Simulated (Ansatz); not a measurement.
Reaction (formal hydrolysis of a C–S bond): `CCCCCCCCCCS` + H₂O → `CCCCCCCCCCO` + H₂S

Computed with Ansatz on PBE0-D4/def2-TZVP structures; ΔE is electronic, products minus reactants. CBS: MP2 limit from def2 TZ/QZ plus the TZ coupled-cluster correction, frozen cores. This one scheme is used for every species. One conformer a species, not always the lowest.

`CCCCCCCCCCS`:

Z-matrix (Å, degrees):
```
C
C 1 1.519
H 1 1.092 2 111.7
H 1 1.094 2 111.1 3 -120.2
H 1 1.094 2 111.1 3 120.2
C 2 1.520 1 113.1 3 179.9
H 2 1.096 1 109.7 3 57.9
H 2 1.096 1 109.7 3 -58.0
C 6 1.521 2 113.1 1 179.9
H 6 1.096 2 108.9 1 57.2
H 6 1.098 2 109.3 1 -58.1
C 9 1.523 6 114.5 2 176.5
H 9 1.097 6 109.2 2 -60.7
H 9 1.096 6 108.6 2 54.4
C 12 1.521 9 114.5 6 65.2
H 12 1.097 9 109.3 6 -57.5
H 12 1.096 9 109.0 6 -172.9
C 15 1.521 12 112.7 9 177.0
H 15 1.098 12 109.2 9 55.5
H 15 1.094 12 109.6 9 -60.4
C 18 1.522 15 114.6 12 -176.3
H 18 1.097 15 109.3 12 60.8
H 18 1.096 15 108.7 12 -54.4
C 21 1.521 18 113.9 15 -64.8
H 21 1.094 18 109.0 15 173.0
H 21 1.098 18 109.4 15 57.5
C 24 1.519 21 114.0 18 -178.5
H 24 1.096 21 109.6 18 -55.7
H 24 1.095 21 109.9 18 61.0
S 27 1.821 24 110.3 21 64.6
H 27 1.093 24 110.3 21 -56.0
H 27 1.091 24 110.1 21 -175.8
H 30 1.342 27 96.8 24 173.4
```

H₂O:

Cartesian coordinates in Å:
```
O -0.192 -0.241 -0.238
H -0.016 -0.361 0.698
H 0.208 0.602 -0.460
```

`CCCCCCCCCCO`:

Z-matrix (Å, degrees):
```
C
C 1 1.520
H 1 1.092 2 111.3
H 1 1.094 2 110.9 3 -119.7
H 1 1.093 2 111.9 3 120.1
C 2 1.523 1 113.8 3 177.1
H 2 1.095 1 109.0 3 55.4
H 2 1.097 1 109.6 3 -60.3
C 6 1.521 2 114.1 1 67.0
H 6 1.096 2 109.3 1 -171.2
H 6 1.096 2 108.6 1 -56.1
C 9 1.525 6 114.0 2 177.3
H 9 1.096 6 108.7 2 56.1
H 9 1.094 6 110.0 2 -59.2
C 12 1.525 9 115.0 6 60.9
H 12 1.096 9 108.8 6 -176.6
H 12 1.096 9 108.8 6 -61.4
C 15 1.521 12 113.8 9 60.9
H 15 1.095 12 109.4 9 -62.6
H 15 1.097 12 108.8 9 -177.6
C 18 1.525 15 114.0 12 176.5
H 18 1.096 15 108.8 12 55.1
H 18 1.095 15 109.9 12 -60.1
C 21 1.525 18 115.0 15 61.0
H 21 1.096 18 108.9 15 -176.5
H 21 1.096 18 109.0 15 -61.2
C 24 1.516 21 113.7 18 60.4
H 24 1.098 21 108.7 18 -178.7
H 24 1.094 21 110.8 18 -62.4
O 27 1.412 24 112.9 21 179.5
H 27 1.092 24 110.6 21 -62.7
H 27 1.101 24 109.7 21 55.1
H 30 0.961 27 108.1 24 -56.3
```

H₂S:

```xyz
3

S     0.378    0.276   -0.407
H     0.167    0.418    0.910
H    -0.544   -0.694   -0.504
```

```csv
species,CCSD(T)/CBS(def2) energy (Eh)
`CCCCCCCCCCS`,-791.57688
H₂O,-76.37941
`CCCCCCCCCCO`,-468.96801
H₂S,-398.97279
```

Q: Work out ΔE.

A: ΔE = (-468.96801) + (-398.97279) − (-791.57688) − (-76.37941) = 0.01549 Eh = +40.7 kJ/mol.

Largest T1 diagnostic among the species: 0.009.

Leaving LDA and LC-ωPBE aside and taking each functional with its dispersion term where it has one, the values, not all of them listed here, spread over 11.3 kJ/mol, from CAM-B3LYP-D4 to PBE-QIDH. LDA lies −8.6 kJ/mol from PBE without D4. At CCSD(T), def2-SVP lies −25.8 kJ/mol from the extrapolated value and def2-TZVPP −7.6 kJ/mol.
